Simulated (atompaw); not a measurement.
## Which change was made? (In, PAW (atompaw))

```json
{
 "Element": "In (Z = 49)",
 "Generator": "atompaw 4.2.0.5",
 "Type": "PAW",
 "Functional": "LDA (PW92)",
 "Relativity": "scalar-relativistic",
 "Frozen core": "[Kr] 4d10",
 "Valence charge": "3",
 "Reference configuration": "5s2 5p1",
 "Partial waves": "5s (bound): rc 2.35 bohr; 5s channel at 0.2 Ry: rc 2.35 bohr; 5p (bound): rc 2.75 bohr; 5p channel at 2.55 Ry: rc 2.75 bohr; 5d channel at 0.2 Ry: rc 2.45 bohr",
 "Local potential": "troulliermartins scheme with l = 3 at -0.5 Ry, radius 2.15 bohr",
 "Core correction": "smooth core density matched at 1.65 bohr",
 "Augmentation charge": "besselshape compensation charge, radius 2.65 bohr; PAW radius 2.75 bohr; waves and projectors: custom polynom gramschmidtortho"
}
```

Cutoffs, loose and tight: the cutoffs (Ry, on a coarse ladder) from which the occupation-weighted sum of valence levels, in a spherical-Bessel basis at the reference potential, stays within 10 and 1 mRy of its value at 400 Ry. They see the waves, projectors and local potential, not the compensation charge or the core.

The base gives: outcome: generated; cutoff, loose: 10 Ry; cutoff, tight: 10 Ry; bound ghosts: s, p.

Question: After one change the result is: outcome: generated; cutoff, loose: 25 Ry; cutoff, tight: 35 Ry; bound ghosts: s. Which change was it?
A. wave 5s channel at 0.2 Ry: rc 2.35 bohr becomes 5s channel at 7.06 Ry: rc 2.35 bohr
B. wave 5d channel at 0.2 Ry: rc 2.45 bohr becomes 5d channel at 0.2 Ry: rc 1.40 bohr
C. core [Kr], valence charge 13; reference 4d10 5s2 5p1; waves now 5s (bound): rc 2.40 bohr; 5s channel at 0.05 Ry: rc 2.40 bohr; 5p (bound): rc 2.40 bohr; 5p channel at 1.95 Ry: rc 2.40 bohr; 4d (bound): rc 2.40 bohr; 4d channel at 0.4 Ry: rc 2.40 bohr; 4f channel at 0.25 Ry: rc 2.40 bohr; local potential troulliermartins scheme with l = 4 at -0.5 Ry, radius 2.35 bohr; core correction smooth core density matched at 2.40 bohr; augmentation besselshape compensation charge, radius 1.90 bohr; PAW radius 2.40 bohr; waves and projectors: custom polynom gramschmidtortho
D. wave 5s channel at 0.2 Ry: rc 2.35 bohr becomes 5s channel at 0.2 Ry: rc 2.60 bohr

Answer: C. The others give: wave 5s channel at 0.2 Ry: rc 2.35 bohr becomes 5s channel at 0.2 Ry: rc 2.60 bohr → outcome: generated; cutoff, loose: 8 Ry; cutoff, tight: 10 Ry; bound ghosts: s, p | wave 5d channel at 0.2 Ry: rc 2.45 bohr becomes 5d channel at 0.2 Ry: rc 1.40 bohr → outcome: generated; cutoff, loose: 10 Ry; cutoff, tight: 10 Ry; bound ghosts: s, d, p | wave 5s channel at 0.2 Ry: rc 2.35 bohr becomes 5s channel at 7.06 Ry: rc 2.35 bohr → outcome: failed: atompaw: The overlap operator has at least one negative eigenvalue!.
